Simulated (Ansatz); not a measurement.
Cartesian coordinates in Å:
```
O -1.3024 1.0407 -1.2815
B -0.6049 0.1387 -0.5329
O -0.9250 -1.1879 -0.5629
Si -0.2164 -2.4372 0.2585
O 0.4214 0.5771 0.2507
Si 1.0293 2.0966 0.4855
H -2.0012 0.6291 -1.7943
H 1.2143 -2.5628 -0.1154
H -0.9482 -3.6632 -0.1381
H -0.3358 -2.2324 1.7236
H 2.1520 1.9527 1.4418
H -0.0094 2.9881 1.0589
H 1.5264 2.6606 -0.7939
```

Total charge 0; spin multiplicity 1.

Problem. List the PBE0/def2-TZVPP orbital energies in eV (the Gaussian-basis code of Ansatz). (Estimate.)

Solution. The calculation gave: Occupied: -1803.12, -1803.10, -523.09, -522.92, -522.91, -186.46, -145.38, -145.36, -100.08, -100.05, -100.02, -100.02, -100.00, -99.99, -29.48, -28.29, -28.01, -16.82, -16.08, -15.66, -13.41, -13.08, -12.45, -11.59, -10.92, -10.91, -10.39, -10.11, -9.28, -9.24, -9.13, -8.96. Lowest empty: -0.07, 0.65, 1.32, 1.38, 1.51, 1.78, 1.81, 2.08.
